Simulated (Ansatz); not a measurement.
Basis-set extrapolation for C2H6FNOSi, SMILES `N[Si]1(F)CCO1` (PBE0-D4/def2-TZVP geometry, frozen core, the Gaussian-basis code of Ansatz). Multiplicity 1, RHF reference.

```tsv
	def2-TZVPP	def2-QZVPP
HF	-597.199892	-597.224217
MP2 correlation	-1.145978	-1.235728
CCSD(T) correlation	-1.220208	not run
```

Energies in hartree. Use E(X) = E(∞) + A·exp(−7.88·√X) for Hartree–Fock and E(X) = E(∞) + B·X^(−2.97) for correlation, with X = 3 and 4, and add CCSD(T) minus MP2 of the smaller set to the MP2 limit.

Question: What is the CCSD(T) energy at the basis-set limit?

Answer: HF limit: -597.224217 + (-0.024325) × 0.13774 = -597.22757. MP2 limit: -1.235728 + (-0.089750) × 0.74074 = -1.30221. Higher-order term: -1.220208 − (-1.145978) = -0.07423. Total: -598.60401 hartree, 115.4 kcal/mol below CCSD(T)/def2-TZVPP.
